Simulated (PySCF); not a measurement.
Mg(Cl)(SiH3) (ClH3MgSi), SMILES [SiH3][Mg][Cl]. The structure is a stationary point at PBE0-D3(BJ)/def2-TZVP.

Computed equilibrium geometry at PBE0-D3(BJ)/def2-TZVP (PySCF confirms it by a frequency run) as a Z-matrix, and its point group:
point group C3v.
```
Si
H 1 1.4923
H 1 1.4923 2 106.71
H 1 1.4923 2 106.71 3 113.80
Mg 1 2.5561 2 112.11 4 123.10
Cl 5 2.1899 2 156.09 1 180.00
```
Charge 0, spin multiplicity 1.
